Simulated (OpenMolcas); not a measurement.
Yb3+ with 7 ligands (chloride) in pentagonal bipyramidal coordination (D5h) at 2.69 Å, the axial distance 2.529 Å. A charge of +0.571 e stands 2.6 Å behind each ligand. Ligand basis ANO-RCC-VDZP.

```
Program             : OpenMolcas
Method              : SS-CASPT2, IPEA 0.25 Eh, imaginary shift 0.1 Eh (closed shells correlated: 5s 5p and the ligand valence shells)
Basis               : ANO-RCC-VDZP [7s6p4d2f1g]
Scalar Hamiltonian  : DKH2, point nucleus
Active space        : 13 electrons in 7 orbitals (4f)
State averaging     : 2S+1 = 2 odd, 7 roots
Spin-orbit coupling : state interaction with AMFI integrals over the reference wave functions
```

(1) What is the spin-free ground state?

(2) Where is the first state of the same spin?

(3) What are the lowest two levels with spin-orbit coupling?

(4) What is χT at 300 K, and how does it compare with the textbook value?

Answers

(1) A state of multiplicity 2, 2-fold in its orbital part; it has the highest spin that f13 allows.

(2) A 1-fold state lies at 2.77 cm-1 above the ground state.

(3) A 2-fold level with g = 0.00, 0.00, 7.98, then a 2-fold level 87 cm-1 above it. Their leading multiplicities are 2 (100 %) and 2 (100 %).

(4) Hund's rules give f13 the level 2F7/2 with g = 1.143, so an isolated free-ion multiplet has χT = g² J(J+1) / 8 = 2.571 cm3 K/mol. The computed 2.474 at 300 K differs by -4 %, through the field's splitting, the mixing of terms and any other multiplet in reach.

Over all roots computed the reference weight is 0.62; a low but even weight reflects the number of correlated electrons. Splittings of an f shell from a small cluster at a set distance can be off by tens of per cent, mostly too small. No measured value stands beside these numbers; the geometry was imposed, not optimised, and the real ion may take another.
